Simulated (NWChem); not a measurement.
# CdHSeBr; SMILES [SeH][Cd][Br]

```xyz
4

Cd     0.0083    -0.0103     0.0000
Br     0.0059    -2.4293     0.0000
Se     0.0248     2.4424     0.0000
H     -1.4485     2.4791     0.0000
```
Atoms are numbered in this order, from 1.

Results from NWChem. The geometry was optimised at PBE0/def2-SVP. Not confirmed as a minimum by frequencies. def2 effective core potentials on Cd; no spin-orbit coupling. Ions are spin-unrestricted doublets at the neutral geometry; other ion states weren't tried.

Problem. Estimate the computed values for PBE/def2-SVP. Quantities: vertical ionisation energy, ΔSCF (eV); −ε(HOMO) (eV).

Solution. The vertical ionisation energy, ΔSCF (eV) is 8.95 and the −ε(HOMO) (eV) is 5.97.
